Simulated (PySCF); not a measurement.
Species: `COC1=CSC(C(=O)F)=C1`. The columns A, B, C and D hold Mulliken, IAO, Hirshfeld and ESP-fitted charges (e) of one PBE0/pcSseg-1 density (PySCF), in a shuffled order. Coordinates in Å (GFN2-xTB); the density's dipole moment is (-5.63, -0.14, 0.00) D.

```csv
atom,x,y,z,A,B,C,D
C1,-2.745,-0.653,0.003,-0.028,-0.208,-0.076,-0.042
O2,-1.422,-1.139,0.010,-0.106,-0.319,-0.314,-0.476
C3,-0.430,-0.225,0.004,+0.059,+0.180,+0.396,+0.240
C4,-0.545,1.144,-0.011,-0.100,-0.386,-0.405,-0.313
S5,0.973,1.937,-0.014,+0.137,+0.397,+0.108,+0.386
C6,1.796,0.414,0.000,-0.056,-0.230,-0.214,-0.558
C7,3.236,0.384,-0.005,+0.212,+0.600,+0.739,+0.704
O8,4.015,1.278,-0.008,-0.234,-0.394,-0.452,-0.351
F9,3.698,-0.909,-0.010,-0.097,-0.299,-0.258,-0.283
C10,0.919,-0.643,0.009,-0.059,-0.157,-0.266,+0.080
H11,-2.948,-0.066,-0.898,+0.046,+0.138,+0.075,+0.115
H12,-3.384,-1.534,0.015,+0.061,+0.172,+0.127,+0.140
H13,-2.949,-0.042,0.887,+0.046,+0.138,+0.075,+0.114
H14,-1.438,1.737,-0.022,+0.054,+0.179,+0.253,+0.136
H15,1.218,-1.675,0.020,+0.065,+0.191,+0.211,+0.109
```

Question: Which column most likely holds the ESP-fitted charges?

Answer: C. Σ q r misses the density's dipole by 0.02 D (C), 1.55 D (A), 2.56 D (B), 2.71 D (D). Charges fitted to the outside potential are the only set here that is tied to the molecule's multipoles.

Question: And the Hirshfeld charges?

Answer: A. The mean sizes are 0.091 e (A), 0.265 e (C), 0.266 e (B), 0.270 e (D), and Hirshfeld charges are commonly the smallest of these schemes.

As computed, A = Hirshfeld, B = IAO, C = ESP-fitted, D = Mulliken. Hydrogens on carbon: Hirshfeld +0.05 to +0.07, IAO +0.14 to +0.19, ESP-fitted +0.07 to +0.25, Mulliken +0.11 to +0.14 e.

The Hirshfeld scheme divides the density at each point in proportion to the densities of the neutral, spherically averaged free atoms. The IAO scheme counts the electrons in orthogonalised intrinsic atomic orbitals, a minimal basis polarised so that it spans the occupied orbitals exactly.

Isolated species at its GFN2-xTB geometry (one conformer only).

These values come from a run that also computed NMR shieldings. Time: 38 s wall; peak memory 0.89 GiB. Hardware: one thread, Arm Neoverse V1 (aarch64), no GPU, shared host with 32 logical CPUs at a one-minute load of 22.

The values belong to the conformer `[CH3:1][O:2][c:3]1[cH:4][s:5][c:6]([C:7](=[O:8])[F:9])[cH:10]1`: C1–O2–C3–C4 0°, S5–C6–C7–O8 1°.
